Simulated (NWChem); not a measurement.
System: benzonitrile (C₇H₅N); SMILES N#Cc1ccccc1

NWChem input:

```
start job
memory heap 200 mb stack 900 mb global 1100 mb
geometry units angstroms
  N      0.000000     0.000000    -3.207836
  C      0.000000     0.000000    -2.048276
  C      0.000000     0.000000    -0.615020
  C      0.000000     1.215510     0.086557
  C      0.000000     1.209074     1.477390
  C      0.000000     0.000000     2.173251
  C      0.000000    -1.209074     1.477390
  C      0.000000    -1.215510     0.086557
  H      0.000000     2.156534    -0.466829
  H      0.000000     2.155411     2.022962
  H      0.000000     0.000000     3.265915
  H      0.000000    -2.155411     2.022962
  H      0.000000    -2.156534    -0.466829
end
basis spherical
  * library sto-3g
end
dft
  xc hfexch
  iterations 150
end
driver
  maxiter 120
end
task dft optimize
task dft freq
```

The level has its own optimisation; frequencies are unscaled. Brackets give each atom's bonded neighbours.

### Question
Predict the main results of this run. (Hartree-Fock/STO-3G.) Quantities: r C–N (Å); r C–C [C(CCC)–C(CN)] (Å); r C–C [C(CCC)–C(CCH)] (Å); r C–C [C(CCH)–C(CCH)] (Å); highest harmonic frequency (cm⁻¹); lowest (cm⁻¹); zero-point energy (kcal/mol); dipole (D).

### Answer
| Item | Result |
|---|---|
| r C–N (Å) | 1.157 |
| r C–C [C(CCC)–C(CN)] (Å) | 1.463 |
| r C–C [C(CCC)–C(CCH)] (Å) | 1.395 |
| r C–C [C(CCH)–C(CCH)] (Å) | 1.386 |
| highest harmonic frequency (cm⁻¹) | 3749 |
| lowest (cm⁻¹) | 167 |
| zero-point energy (kcal/mol) | 71.7 |
| dipole (D) | 3.65 |
